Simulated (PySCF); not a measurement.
**Peak assignment**

Geometry:
```
atom   x (Å)   y (Å)   z (Å)
  C1   0.739   3.075   0.652
  C2   0.344   1.976   0.374
  C3  -0.106   0.679   0.033
  C4   0.667  -0.457   0.348
  N5   1.829  -0.315   1.059
  C6   0.196  -1.718  -0.021
  C7  -1.007  -1.860  -0.681
  C8  -1.779  -0.752  -0.996
  C9  -1.315   0.496  -0.633
 F10  -2.059   1.581  -0.941
 H11   1.062   4.044   0.891
 H12   2.220   0.612   1.110
 H13   2.482  -1.079   1.046
 H14   0.790  -2.587   0.220
 H15  -1.351  -2.844  -0.959
 H16  -2.719  -0.843  -1.514
```

Theory: σ from GIAO-PBE0/pcSseg-1, structure optimised with GFN2-xTB, in PySCF 2.14 (no solvent, one conformer, rapidly exchanging positions averaged, non-relativistic Hamiltonian).

δ = σ(ref) − σ, references computed at the same level: TMS for 13C (σ = 186.93 ppm) and 1H (σ = 31.72 ppm).

Task: Assign these signals to the numbered atoms. 13C{1H} NMR (computed): δ 176.9 (C), 156.2 (C), 136.3 (CH), 111.2 (CH), 109.0 (CH), 97.3 (CH), 96.9 (C), 79.2 (C).

Result: 
| δ (ppm) | atoms | environment | reason |
| --- | --- | --- | --- |
| 176.9 | C9 | aromatic carbon bearing fluorine | σ withdrawal by the attached heteroatom moves it downfield of the ring CH carbons |
| 156.2 | C4 | aromatic carbon bearing nitrogen | the electronegative substituent deshields the carbon that carries it |
| 136.3 | C7 | aromatic CH | the aromatic region |
| 111.2 | C6 | aromatic CH | – |
| 109.0 | C8 | aromatic CH | – |
| 97.3 | C1 | terminal alkyne carbon | sp carbons lie upfield of alkene carbons because the cylindrical π system leaves one tensor component strongly shielded |
| 96.9 | C3 | substituted aromatic carbon | – |
| 79.2 | C2 | alkyne carbon | sp carbons lie upfield of alkene carbons because the cylindrical π system leaves one tensor component strongly shielded |

C1 and C3 lie closer than the usual error of such a calculation, so a measured spectrum could show them in the other order.

Task: Assign these signals to the numbered atoms. 1H NMR (400 MHz, computed): δ 7.31 (m, 1H), 6.59 (m, 1H), 6.49 (d, 1H), 4.29 (br s, 2H), 3.27 (s, 1H).

Result: 
| δ (ppm) | atoms | environment | reason |
| --- | --- | --- | --- |
| 7.31 | H15 | hydrogen on an aromatic CH | ring-current deshielding |
| 6.59 | H16 | hydrogen on an aromatic CH | – |
| 6.49 | H14 | hydrogen on an aromatic CH | – |
| 4.29 | H12/H13 | hydrogen on an aniline-type nitrogen | exchangeable; this is the value without hydrogen bonding to other molecules |
| 3.27 | H11 | hydrogen on a terminal alkyne carbon | it lies on the axis of the triple bond, in its shielding cone |

H16 and H14 lie closer than the usual error of such a calculation, so a measured spectrum could show them in the other order.

Exchangeable OH/NH protons stand at their gas-phase positions; hydrogen bonding in a real sample shifts them, mostly to higher δ. Splittings by 19F in the carbon and heteronuclear signals aren't shown, as no couplings were computed. Shifts are as computed. Against solution values, carbons near 30 ppm lie about +3 ppm off and those near 130 ppm about +5 ppm. Of 1211 compounds with measured shifts, 218 miss one by over three times the rms of a fit or turn the order of signals round; such compounds aren't used in these exercises. Multiplicities follow the n + 1 count of equivalent neighbours, as no J values were calculated; m marks all less simple cases, F and P coupling included.
